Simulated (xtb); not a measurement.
xtb input file for C3H7O, SMILES CC(C)=[OH+], charge +1, GFN2-xTB. 

```
$ xtb mol.xyz --gfn 2 --sp --chrg 1 --uhf 0 --json
$ cat mol.xyz
11

C      1.26965387    -0.51896776     0.41888377
C      0.00892238     0.05648287    -0.04068437
C     -1.26739322    -0.54645076     0.33355233
O      0.08543941     1.09586555    -0.76462899
H      1.17895361    -0.97571696     1.40262159
H      1.54863967    -1.32709576    -0.26756859
H      2.07700567     0.21131719     0.38801093
H     -2.09129879    -0.24979298    -0.31491206
H     -1.51580724    -0.22138946     1.35105881
H     -1.19975331    -1.63266797     0.38837529
H     -0.74835294     1.48203558    -1.10106437
```

Output:

```
[banner left out]
          |                Calculation Setup                |
           -------------------------------------------------



           -------------------------------------------------
          |                 G F N 2 - x T B                 |
           -------------------------------------------------

        Reference                      10.1021/acs.jctc.8b01176
      * Hamiltonian:
        H0-scaling (s, p, d)           1.850000    2.230000    2.230000
        zeta-weighting                 0.500000
      * Dispersion:
        s8                             2.700000
        a1                             0.520000
        a2                             5.000000
        s9                             5.000000
      * Repulsion:
        kExp                           1.500000    1.000000
        rExp                           1.000000
      * Coulomb:
        alpha                          2.000000
        third order                    shell-resolved
        anisotropic                    true
        a3                             3.000000
        a5                             4.000000
        cn-shift                       1.200000
        cn-exp                         4.000000
        max-rad                        5.000000


          ...................................................
          :                      SETUP                      :
          :.................................................:
          :  # basis functions                  23          :
          :  # atomic orbitals                  23          :
          :  # shells                           15          :
          :  # electrons                        24          :
          :  max. iterations                   250          :
          :  Hamiltonian                  GFN2-xTB          :
          :  restarted?                      false          :
          :  GBSA solvation                  false          :
          :  PC potential                    false          :
          :  electronic temp.          300.0000000     K    :
          :  accuracy                    1.0000000          :
          :  -> integral cutoff          0.2500000E+02      :
          :  -> integral neglect         0.1000000E-07      :
          :  -> SCF convergence          0.1000000E-05 Eh   :
          :  -> wf. convergence          0.1000000E-03 e    :
          :  Broyden damping             0.4000000          :
          :  net charge                          1          :
          :  unpaired electrons                  0          :
          ...................................................

 iter      E             dE          RMSdq      gap      omega  full diag
   1    -13.7217609 -0.137218E+02  0.385E+00    5.68       0.0  T
   2    -13.7708457 -0.490848E-01  0.219E+00    4.28       1.0  T
   3    -13.7753405 -0.449482E-02  0.138E+00    4.56       1.0  T
   4    -13.7771498 -0.180930E-02  0.224E-01    4.16       1.0  T
   5    -13.7774057 -0.255932E-03  0.895E-02    4.28       1.0  T
   6    -13.7774218 -0.160359E-04  0.341E-02    4.27       1.0  T
   7    -13.7774229 -0.117867E-05  0.555E-03    4.28       5.4  T
   8    -13.7774230 -0.548506E-07  0.248E-03    4.27      12.2  T
   9    -13.7774230 -0.362821E-07  0.421E-04    4.27      71.6  T
  10    -13.7774230 -0.729301E-10  0.151E-04    4.27     199.7  T

   *** convergence criteria satisfied after 10 iterations ***

         #    Occupation            Energy/Eh            Energy/eV
      -------------------------------------------------------------
         1        2.0000           -0.9784484             -26.6249
       ...           ...                  ...                  ...
         6        2.0000           -0.7821349             -21.2830
         7        2.0000           -0.7448367             -20.2680
         8        2.0000           -0.6954201             -18.9233
         9        2.0000           -0.6905832             -18.7917
        10        2.0000           -0.6850025             -18.6399
        11        2.0000           -0.6767710             -18.4159
        12        2.0000           -0.6660326             -18.1237 (HOMO)
        13                         -0.5089980             -13.8505 (LUMO)
        14                         -0.1614437              -4.3931
        15                         -0.0916884              -2.4950
        16                         -0.0415053              -1.1294
        17                         -0.0205025              -0.5579
       ...                                ...                  ...
        23                          0.2702997               7.3552
      -------------------------------------------------------------
                  HL-Gap            0.1570346 Eh            4.2731 eV
             Fermi-level           -0.5875153 Eh          -15.9871 eV

 SCC (total)                   0 d,  0 h,  0 min,  0.005 sec
 SCC setup                      ...        0 min,  0.000 sec (  1.929%)
 Dispersion                     ...        0 min,  0.000 sec (  1.157%)
 classical contributions        ...        0 min,  0.000 sec (  0.453%)
 integral evaluation            ...        0 min,  0.001 sec ( 14.391%)
 iterations                     ...        0 min,  0.002 sec ( 45.940%)
 molecular gradient             ...        0 min,  0.002 sec ( 33.556%)
 printout                       ...        0 min,  0.000 sec (  2.316%)

         :::::::::::::::::::::::::::::::::::::::::::::::::::::
         ::                     SUMMARY                     ::
         :::::::::::::::::::::::::::::::::::::::::::::::::::::
         :: total energy             -13.597625079097 Eh    ::
         :: gradient norm              0.000109081281 Eh/a0 ::
         :: HOMO-LUMO gap              4.273128398464 eV    ::
         ::.................................................::
         :: SCC energy               -13.777420107657 Eh    ::
         :: -> isotropic ES            0.113763862901 Eh    ::
         :: -> anisotropic ES         -0.011310762153 Eh    ::
         :: -> anisotropic XC          0.007241484985 Eh    ::
         :: -> dispersion             -0.003524539159 Eh    ::
         :: repulsion energy           0.179795028559 Eh    ::
         :: add. restraining           0.000000000000 Eh    ::
         :: total charge               1.000000000000 e     ::
         :::::::::::::::::::::::::::::::::::::::::::::::::::::

           -------------------------------------------------
          |                Property Printout                |
           -------------------------------------------------

    * Orbital Energies and Occupations

         #    Occupation            Energy/Eh            Energy/eV
      -------------------------------------------------------------
         1        2.0000           -0.9784484             -26.6249
         2        2.0000           -0.8965238             -24.3957
         3        2.0000           -0.8647506             -23.5311
         4        2.0000           -0.8266713             -22.4949
         5        2.0000           -0.7990597             -21.7435
         6        2.0000           -0.7821349             -21.2830
         7        2.0000           -0.7448367             -20.2680
         8        2.0000           -0.6954201             -18.9233
         9        2.0000           -0.6905832             -18.7917
        10        2.0000           -0.6850025             -18.6399
        11        2.0000           -0.6767710             -18.4159
        12        2.0000           -0.6660326             -18.1237 (HOMO)
        13                         -0.5089980             -13.8505 (LUMO)
        14                         -0.1614437              -4.3931
Note: The following floating-point exceptions are signalling: IEEE_UNDERFLOW_FLAG IEEE_DENORMAL
normal termination of xtb
        15                         -0.0916884              -2.4950
        16                         -0.0415053              -1.1294
        17                         -0.0205025              -0.5579
        18                         -0.0155389              -0.4228
        19                         -0.0092689              -0.2522
        20                          0.0130027               0.3538
        21                          0.0254065               0.6913
        22                          0.1188706               3.2346
        23                          0.2702997               7.3552
      -------------------------------------------------------------
                  HL-Gap            0.1570346 Eh            4.2731 eV
             Fermi-level           -0.5875153 Eh          -15.9871 eV

     #   Z          covCN         q      C6AA      α(0)
     1   6 C        3.756    -0.161    23.680     6.938
     2   6 C        2.813     0.259    22.641     7.796
     3   6 C        3.754    -0.171    23.891     6.970
     4   8 O        1.661    -0.196    17.289     5.613
     5   1 H        0.925     0.143     1.440     1.877
     6   1 H        0.924     0.174     1.240     1.741
     7   1 H        0.925     0.143     1.439     1.876
     8   1 H        0.925     0.117     1.640     2.003
     9   1 H        0.924     0.167     1.281     1.770
    10   1 H        0.925     0.145     1.423     1.866
    11   1 H        0.803     0.380     0.524     1.137

 Mol. C6AA /au·bohr⁶  :        699.370333
 Mol. C8AA /au·bohr⁸  :      15301.545373
 Mol. α(0) /au        :         39.586171


Wiberg/Mayer (AO) data.
largest (>0.10) Wiberg bond orders for each atom

 ---------------------------------------------------------------------------
     #   Z sym  total        # sym  WBO       # sym  WBO       # sym  WBO
 ---------------------------------------------------------------------------
     1   6 C    3.963 --     2 C    1.120     7 H    0.951     5 H    0.937
                             6 H    0.868
     2   6 C    3.847 --     4 O    1.459     1 C    1.120     3 C    1.119
     3   6 C    3.972 --     2 C    1.119     8 H    0.959    10 H    0.933
                             9 H    0.876
     4   8 O    2.466 --     2 C    1.459    11 H    0.822
     5   1 H    0.980 --     1 C    0.937
     6   1 H    0.970 --     1 C    0.868
     7   1 H    0.980 --     1 C    0.951
     8   1 H    0.986 --     3 C    0.959
     9   1 H    0.972 --     3 C    0.876
    10   1 H    0.979 --     3 C    0.933
    11   1 H    0.856 --     4 O    0.822
 ---------------------------------------------------------------------------

Topologies differ in total number of bonds
Writing topology from bond orders to xtbtopo.mol

molecular dipole:
                 x           y           z       tot (Debye)
 q only:       -0.421      -0.197       0.098
   full:       -0.649      -0.131       0.029       1.683
molecular quadrupole (traceless):
                xx          xy          yy          xz          yz          zz
 q only:        3.070      -2.729      -0.453       1.386      -3.453      -2.617
  q+dip:        2.830      -3.561      -0.475       1.759      -3.212      -2.355
   full:        2.537      -3.631      -0.474       1.742      -2.838      -2.063


           -------------------------------------------------
          | TOTAL ENERGY              -13.597625079097 Eh   |
          | GRADIENT NORM               0.000109081281 Eh/α |
          | HOMO-LUMO GAP               4.273128398464 eV   |
           -------------------------------------------------

------------------------------------------------------------------------
------------------------------------------------------------------------
 total:
 SCF:
```

The calculation finished and met its thresholds.

Cost: about 0.03 core-seconds (a rough figure).
